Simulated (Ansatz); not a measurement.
`c1ccc(-c2ccc(-c3ccc(-c4cccnc4)nc3)nc2)nc1`, relaxed as a singlet with RKS PBE-D4/def2-SVP in Ansatz, starting from the GFN2-xTB geometry. Force threshold 0.03 eV/Å.

Single mean-field runs in def2-SVP are fitted with def2-universal-jkfit.

Start:

Cartesian coordinates in Å:
```
C 0.799 7.498 0.709
C 0.692 6.957 -0.562
C 0.546 5.588 -0.703
C 0.509 4.790 0.442
C 0.358 3.331 0.398
C 0.332 2.601 1.590
C 0.189 1.230 1.554
C 0.073 0.589 0.316
C -0.081 -0.860 0.178
C -0.126 -1.739 1.261
C -0.274 -3.093 1.038
C -0.378 -3.565 -0.272
C -0.538 -4.987 -0.597
C -0.635 -5.390 -1.932
C -0.784 -6.732 -2.229
C -0.832 -7.638 -1.179
N -0.741 -7.275 0.089
C -0.599 -5.994 0.369
N -0.336 -2.724 -1.310
C -0.194 -1.438 -1.094
N 0.100 1.287 -0.821
C 0.235 2.593 -0.782
N 0.612 5.322 1.662
C 0.752 6.625 1.786
H 0.917 8.559 0.860
H 0.721 7.593 -1.436
H 0.462 5.154 -1.686
H 0.425 3.129 2.526
H 0.170 0.672 2.476
H -0.046 -1.380 2.276
H -0.309 -3.768 1.877
H -0.590 -4.640 -2.707
H -0.861 -7.072 -3.250
H -0.947 -8.700 -1.352
H -0.532 -5.776 1.426
H -0.166 -0.804 -1.969
H 0.245 3.067 -1.755
H 0.831 6.987 2.804
```

```tsv
step	energy (eV)	largest force component (eV/Å)	SCF passes
1	-26876.6424	0.820	22
2	-26876.9485	0.231	22
3	-26876.9760	0.036	22
4	-26876.9765	0.013	15
```

Force components are those of the run's own axes.

End:

```xyz
38

C     0.8080    7.5896    0.7088
C     0.6998    7.0295   -0.5721
C     0.5522    5.6439   -0.6980
C     0.5169    4.8453    0.4689
C     0.3632    3.3697    0.4210
C     0.3345    2.6200    1.6163
C     0.1898    1.2352    1.5643
C     0.0735    0.5947    0.3079
C    -0.0829   -0.8714    0.1691
C    -0.1283   -1.7619    1.2619
C    -0.2777   -3.1311    1.0384
C    -0.3829   -3.6112   -0.2871
C    -0.5438   -5.0515   -0.6091
C    -0.6427   -5.4637   -1.9560
C    -0.7940   -6.8218   -2.2468
C    -0.8425   -7.7362   -1.1809
N    -0.7509   -7.3702    0.1077
C    -0.6058   -6.0660    0.3747
N    -0.3399   -2.7615   -1.3390
C    -0.1968   -1.4559   -1.1171
N     0.1001    1.3099   -0.8400
C     0.2389    2.6336   -0.7802
N     0.6226    5.3934    1.7007
C     0.7636    6.7179    1.8097
H     0.9245    8.6735    0.8553
H     0.7300    7.6664   -1.4692
H     0.4657    5.1911   -1.6952
H     0.4288    3.1610    2.5689
H     0.1677    0.6570    2.4986
H    -0.0475   -1.3944    2.2953
H    -0.3122   -3.8196    1.8937
H    -0.5966   -4.6920   -2.7381
H    -0.8737   -7.1730   -3.2869
H    -0.9612   -8.8172   -1.3769
H    -0.5340   -5.8096    1.4465
H    -0.1657   -0.7896   -1.9952
H     0.2524    3.1491   -1.7567
H     0.8468    7.1171    2.8369
```

By distances, no bond broke or formed. The bond that changes most is C18–H35, from 1.08 to 1.10 Å (atoms count from 1).

No frequencies were taken in this run, so the end may be a saddle point.

It took 20 s on 2 threads of AMD EPYC 7R13 on a shared host and a share (18 GiB) of an NVIDIA H100 80GB HBM3, peak host memory 0.86 GiB.
